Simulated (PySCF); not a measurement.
SZn, SMILES [Zn]=[S].

Coordinates come from a B3LYP-D3(BJ)/def2-TZVP optimisation.

Computed with PySCF with TDA-LC-ωPBE/def2-TZVPD.

Vertical excitations; the highest root listed may be one member of a degenerate set. Gas-phase values at a fixed geometry. State labels are in the subgroup C2v.

| state | symmetry | energy (eV) | λ (nm) | f | main pairs |
|---|---|---|---|---|---|
| S1 | B1 | 1.20 | 1032 | 0.004 | HOMO−1→LUMO (degenerate set) |
| S2 | B2 | 1.20 | 1032 | 0.004 | HOMO→LUMO (degenerate set) |
| S3 | A1 | 4.03 | 308 | 0.130 | HOMO−2→LUMO 69 % |
| S4 | A2 | 4.88 | 254 | 0.000 | HOMO→LUMO+1 34 %, HOMO−1→LUMO+2 34 %, HOMO→LUMO+4 13 %, HOMO−1→LUMO+5 13 % |
| S5 | A1 | 4.94 | 251 | 0.000 | HOMO−1→LUMO+1, HOMO→LUMO+2, HOMO→LUMO+5, HOMO−1→LUMO+4 (degenerate set) |
| S6 | A2 | 4.94 | 251 | 0.000 | HOMO−1→LUMO+2, HOMO→LUMO+1, HOMO−1→LUMO+5, HOMO→LUMO+4 (degenerate set) |
| S7 | B1 | 6.70 | 185 | 0.031 | HOMO−1→LUMO+3 (degenerate set) |
| S8 | B2 | 6.70 | 185 | 0.031 | HOMO→LUMO+3 (degenerate set) |
| S9 | A1 | 6.77 | 183 | 0.828 | HOMO−1→LUMO+1 31 %, HOMO→LUMO+2 31 %, HOMO−2→LUMO 16 %, HOMO−3→LUMO 10 % |
| S10 | B1 | 7.24 | 171 | 0.173 | HOMO−2→LUMO+1 68 %, HOMO−2→LUMO+4 18 % |
| T1 | B1 | 0.65 | 1907 | 0 | HOMO−1→LUMO (degenerate set) |
| T2 | B2 | 0.65 | 1907 | 0 | HOMO→LUMO (degenerate set) |
| T3 | A1 | 2.03 | 611 | 0 | HOMO−2→LUMO 94 % |
| T4 | A1 | 4.39 | 283 | 0 | HOMO−1→LUMO+1 31 %, HOMO→LUMO+2 31 %, HOMO−1→LUMO+4 13 %, HOMO→LUMO+5 13 % |
Triplets are in the Tamm–Dancoff approximation.
